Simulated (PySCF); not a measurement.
**NaBe⁻: one state, many levels of theory**

State: ¹Σ⁺ (singlet), closed shell. Set-up: PySCF, no relativity, basis sets Na def2-SVPD, Be def2-SVPD. De refers to Na⁻ + Be in their ground configurations, without counterpoise correction. A positive dipole points towards Be; it is taken about the centre of mass and depends on that origin. Levels whose curve was spin-contaminated or gave no clean fit are not listed.

```json
{"Level": "RHF-MP2", "Re (Å)": "3.443", "ωe (cm⁻¹)": "110", "De (eV)": "n/a", "μ (D)": "n/a", "CPU s a point (SCF and correlation, without the integrals)": "0.036"}
{"Level": "RHF-SCS-MP2", "Re (Å)": "3.514", "ωe (cm⁻¹)": "95.1", "De (eV)": "n/a", "μ (D)": "n/a", "CPU s a point (SCF and correlation, without the integrals)": "n/a"}
{"Level": "RHF-CCSD(T)", "Re (Å)": "3.520", "ωe (cm⁻¹)": "83.4", "De (eV)": "0.109", "μ (D)": "n/a", "CPU s a point (SCF and correlation, without the integrals)": "0.44"}
{"Level": "PBE", "Re (Å)": "3.217", "ωe (cm⁻¹)": "156", "De (eV)": "0.64", "μ (D)": "-0.75", "CPU s a point (SCF and correlation, without the integrals)": "0.34"}
{"Level": "PBEsol", "Re (Å)": "3.199", "ωe (cm⁻¹)": "160", "De (eV)": "0.67", "μ (D)": "-0.74", "CPU s a point (SCF and correlation, without the integrals)": "0.25"}
{"Level": "BLYP", "Re (Å)": "3.227", "ωe (cm⁻¹)": "149", "De (eV)": "n/a", "μ (D)": "-1.17", "CPU s a point (SCF and correlation, without the integrals)": "0.24"}
{"Level": "r²SCAN", "Re (Å)": "3.267", "ωe (cm⁻¹)": "153", "De (eV)": "n/a", "μ (D)": "-0.62", "CPU s a point (SCF and correlation, without the integrals)": "0.48"}
{"Level": "TPSSh", "Re (Å)": "3.297", "ωe (cm⁻¹)": "147", "De (eV)": "0.53", "μ (D)": "-0.27", "CPU s a point (SCF and correlation, without the integrals)": "0.53"}
{"Level": "PBE0", "Re (Å)": "3.275", "ωe (cm⁻¹)": "146", "De (eV)": "0.51", "μ (D)": "-0.51", "CPU s a point (SCF and correlation, without the integrals)": "0.6"}
```

The bond length runs from 3.199 Å (PBEsol) to 3.520 Å (RHF-CCSD(T)). De spans 0.11 eV (RHF-CCSD(T), coupled cluster) to 0.67 eV (PBEsol, GGA).

Correlated steps freeze 1 core orbital. Closed-shell solutions of metal pairs were not tested for spin polarisation, which can lower them a little. Correlated levels converge slowly with the basis: in double zeta they bind strong bonds too weakly, by up to about 1 eV, and carry superposition errors of some tenths. For an ion De counts to the pair picked by the measured ionisation energies or electron affinities, which need not be the lowest pair at this level. The highest Kohn–Sham level is positive in this anion. Much of that is self-interaction error, but it also means that the finite basis helps to hold the extra electron.

The whole job (state search and all levels along the bond) took about 1 min on 1 thread of Intel Xeon Platinum 8259CL @ 2.50GHz (shared host), peak memory 0.39 GiB.
